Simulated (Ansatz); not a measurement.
C₄H₈F₂O (SMILES CC(C)(O)C(F)F), singlet, at a GFN2-xTB geometry; Ansatz (a program for electronic structure) with MP2/STO-3G.

Here is a job for Ansatz.
Ansatz 0.2 input:
```yaml
crystal:
  periodic: [false, false, false]
  atoms:
    - {symbol: C, position_ang: [-1.54204960, -0.93473434, 0.52410020]}
    - {symbol: C, position_ang: [-0.11411667, -0.59876787, 0.07531697]}
    - {symbol: C, position_ang: [0.92198488, -1.38954941, 0.87139683]}
    - {symbol: O, position_ang: [0.07645497, -0.91002507, -1.28356055]}
    - {symbol: C, position_ang: [0.11780909, 0.91166575, 0.29940671]}
    - {symbol: F, position_ang: [1.36543109, 1.28729565, -0.05726073]}
    - {symbol: F, position_ang: [-0.72704893, 1.63159555, -0.48874382]}
    - {symbol: H, position_ang: [-2.26456510, -0.32101481, -0.01078203]}
    - {symbol: H, position_ang: [-1.65907304, -0.76707386, 1.59114369]}
    - {symbol: H, position_ang: [-1.74364323, -1.97977076, 0.30508873]}
    - {symbol: H, position_ang: [0.82295662, -1.19129134, 1.93460792]}
    - {symbol: H, position_ang: [0.77461743, -2.44870136, 0.68401125]}
    - {symbol: H, position_ang: [1.92065482, -1.11654579, 0.54182801]}
    - {symbol: H, position_ang: [-0.46283029, -0.32077630, -1.82564475]}
    - {symbol: H, position_ang: [-0.04696243, 1.22366931, 1.34094830]}
basis:
  gaussian:
    orbitals: STO-3G
magnetization: {spin_polarized: false}
correlation: {method: mp2, electrons: outside_noble_gas}
accuracy: high
```

The log (banner, timings and long lists left out):

```
Functional definition: HF
1026 factors; integrals over basis functions are off by at most 2.9e-9 eV
mean field evaluation 1: about -11537.5672 eV, gradient 3.8e1 eV
mean field evaluation 2: about -11538.0147 eV, gradient 3.8e1 eV
mean field evaluation 4: about -11543.0914 eV, gradient 2.4e0 eV
mean field evaluation 8: about -11543.1167 eV, gradient 4.3e-5 eV
mean field -11543.11667864 eV, -424.2017137346 hartree, gradient 2.1e-8 eV, S^2 0.000000; 0 other end points of the search recorded, 0 dependent functions left out
7 core orbitals not correlated
reference -11543.11667864 eV, -424.2017137346 hartree; 22, 22 occupied and 14, 14 virtual orbitals, 1026 factors
second order -7.20487230 eV of doubles, -0.00000000 eV of singles
Total energy: -11550.32155094 eV, -424.4664879080 hartree
```
